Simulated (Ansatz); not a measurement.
Start from `[NH2][GeH2][Si](N)(O)O` and change one atom or group to get `N[SiH](F)[Si](N)(O)O`.

Ansatz, PBE0-D4/def2-TZVP geometries, multiplicity 1. Each molecule was computed in one conformer, which needn't be the lowest.

Scalar relativity is left out up to krypton.

```csv
property,`[NH2][GeH2][Si](N)(O)O`
size of the dipole moment (ωB97M-V/def2-TZVPP) / D,1.19
HOMO–LUMO gap (PBE/def2-TZVPP) / eV,5.03
HOMO energy (B3LYP/def2-TZVPP) / eV,-6.84
LUMO energy (PBE0/def2-TZVPP) / eV,0.19
HOMO energy (ωB97M-V/def2-TZVPP) / eV,-9.33
LUMO energy (ωB97M-V/def2-TZVPP) / eV,1.82
```

(1) Give the same properties after the change, and the shifts. (Best estimate.)

Results:

(1) Computed: 
| property | `N[SiH](F)[Si](N)(O)O` | shift |
| --- | --- | --- |
| size of the dipole moment (ωB97M-V/def2-TZVPP) / D | 1.24 | 0.05 |
| HOMO–LUMO gap (PBE/def2-TZVPP) / eV | 5.31 | 0.28 |
| HOMO energy (B3LYP/def2-TZVPP) / eV | -6.99 | -0.15 |
| LUMO energy (PBE0/def2-TZVPP) / eV | 0.30 | 0.11 |
| HOMO energy (ωB97M-V/def2-TZVPP) / eV | -9.37 | -0.04 |
| LUMO energy (ωB97M-V/def2-TZVPP) / eV | 1.92 | 0.10 |

With PBE0 the HOMO falls by 0.12 eV and the LUMO rises by 0.11 eV, so the gap widens by about 0.23 eV. PBE moves the HOMO by -0.21 eV and ωB97M-V by -0.04 eV. Dipoles are sizes alone; their direction can turn.

B3LYP here is the variant with VWN-RPA as its local correlation; programs differ in this.
